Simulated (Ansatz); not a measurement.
Cartesian coordinates in Å:
```
O -0.2739 2.5597 1.1204
Ga -0.5680 0.9480 0.4461
O -2.2087 0.3062 0.2879
O 0.7952 -0.0434 -0.0801
Si 1.0505 -1.5229 -0.7291
H 0.6578 2.7895 1.1524
H -2.8863 0.9116 0.5980
H 0.3750 -1.6533 -2.0488
H 0.5444 -2.5964 0.1689
H 2.5139 -1.6990 -0.9156
```

Total charge 0; spin multiplicity 1.

Task: List the PBE0/def2-TZVPP orbital energies in eV (the Gaussian-basis code of Ansatz). (An estimate is asked.)

Result: The calculation gave: Occupied: -10147.60, -1802.84, -1253.36, -1109.58, -1109.43, -1109.42, -522.78, -522.78, -522.63, -151.88, -145.09, -104.93, -104.63, -104.61, -99.78, -99.73, -99.73, -27.98, -27.77, -27.47, -23.94, -23.92, -23.82, -23.54, -23.52, -15.37, -14.28, -13.65, -12.21, -10.88, -10.82, -10.37, -9.77, -9.70, -9.13, -8.79, -8.67. Lowest empty: -1.13, 0.12, 0.80, 1.27, 1.90, 1.97, 2.13, 2.30.
